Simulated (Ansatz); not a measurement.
Stepwise reaction of `[F][SnH2][I]` with hydrogen fluoride, as a gas-phase model of exchange steps in deposition or etching. ΔE in kJ/mol; ΔG adds harmonic PBE0-D4 terms to CCSD(T)/CBS, at 1 bar.

Gas-phase electronic energies from Ansatz, PBE0-D4/def2-TZVP geometries. CBS: MP2 limit from def2 TZ/QZ plus the TZ coupled-cluster correction, frozen cores. This one scheme is used for every species. Functionals use def2-TZVPP. B3LYP here is the variant with VWN-RPA as its local correlation; programs differ in this. Elements past krypton have def2 core potentials. For I, Sn outer-core shells are correlated without core-valence functions, which leaves a few kJ/mol of doubt a bond.

| step | reaction | PBE-D4 | B3LYP-D4 | ωB97M-V | CCSD(T)/CBS | ΔG(500 K) |
| --- | --- | --- | --- | --- | --- | --- |
| 1 | `[F][SnH2][I]` + H–F → `[F][SnH]([F])[I]` + H₂ | -38.1 | -39.0 | -34.7 | -34.7 | -34.0 |

Give the row of step 2, `[F][SnH]([F])[I]` + H–F → `[F][Sn]([F])([F])[I]` + H₂. (Estimate.)

The calculation gave: 
```
step                                                reaction  PBE-D4  B3LYP-D4  ωB97M-V  CCSD(T)/CBS  ΔG(500 K)
   2  `[F][SnH]([F])[I]` + H–F → `[F][Sn]([F])([F])[I]` + H₂   -21.6     -22.0    -19.0        -19.5      -13.9
```

By hand: ΔE of the 2 steps together at CCSD(T)/CBS.

(-34.7) + (-19.5) = -54.2 kJ/mol, or -27.1 kJ/mol a step.

In ΔE each step is higher than the one before. All are downhill at CCSD(T)/CBS. ΔG lies between -34.0 and -13.9 kJ/mol a step. PBE-D4 differs from CCSD(T)/CBS by -3.4 to -2.1 kJ/mol a step. Isolated molecules leave out the surface, adducts and barriers. Largest T1 diagnostic: 0.013.
